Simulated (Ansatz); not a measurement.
CH4Cl2OSn (`[CH3][Sn]([OH])([Cl])[Cl]`), relaxed with RKS PBE-D4/def2-SVP in Ansatz 0.2.0 from a rough embedded geometry. The force threshold is 0.03 eV/Å; the program also tests the step.

Charge 0, multiplicity 1. Sn takes the def2 core potential.

Start:

```xyz
9

C     1.012   -0.632   -0.576
Sn   -0.641    0.507    0.004
O    -0.437    0.936    1.901
Cl   -0.773    2.513   -1.226
Cl   -2.638   -0.692   -0.349
H     1.048   -1.631   -0.030
H     0.899   -0.923   -1.681
H     1.922   -0.109   -0.452
H    -0.392    0.032    2.410
```

```tsv
step	energy (eV)	largest force (eV/Å)	largest move (Å)
1	-34004.4593	3.216	0.000
2	-34004.7110	0.859	0.194
3	-34004.7298	0.772	0.186
4	-34004.7470	0.457	0.200
5	-34004.7650	0.597	0.102
6	-34004.7959	0.195	0.200
7	-34004.8209	0.173	0.200
8	-34004.8384	0.170	0.200
9	-34004.8425	0.039	0.113
10	-34004.8433	0.016	0.045
11 (rejected)	-34004.8432	0.081	0.031
12 (rejected)	-34004.8432	0.127	0.015
13	-34004.8433	0.050	0.007
14	-34004.8434	0.007	0.023
```

End:

```xyz
9

C     1.120   -0.738   -0.759
Sn   -0.553    0.305    0.080
O    -0.256    0.546    2.038
Cl   -0.874    2.442   -0.892
Cl   -2.597   -0.854   -0.226
H     1.145   -1.754   -0.323
H     0.990   -0.788   -1.855
H     2.038   -0.179   -0.500
H    -1.012    1.021    2.439
```

It took 17 s on 4 threads of a server CPU on a shared host, with 0.18 GiB of host memory at the peak.
